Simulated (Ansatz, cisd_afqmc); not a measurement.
Species: S, charge 0, triplet.

Total energies in aug-cc-pVQZ-DK, 6 correlated electrons, 5 frozen orbitals. Radicals and triplets start from unrestricted determinants; spin-orbit coupling is neglected. The -DK rows use spin-free X2C. AFQMC is phaseless with a CISD trial state; ± is one standard error, without the phaseless bias. Outlying blocks are dropped, and bars are widened where a walk drifts. Over all cases where full CI ran beside it in this data, AFQMC minus full CI had a median of +0.1 mEh and passed +0.4 mEh in a tenth of the cases.

| method | program | energy (Eh) | minus CCSDT(Q) (mEh) |
|---|---|---|---|
| HF | Ansatz | -398.59443 | 156.25 |
| MP2 | Ansatz | -398.72273 | 27.95 |
| CCSD | Ansatz | -398.74385 | 6.83 |
| CCSD(T) | Ansatz | -398.74969 | 0.99 |
| CCSDT(Q) | Ansatz | -398.75068 | 0.00 |
| AFQMC/CISD | cisd_afqmc | -398.7504 ± 0.0003 | 0.3 ± 0.3 |

Ansatz is an electronic-structure program.
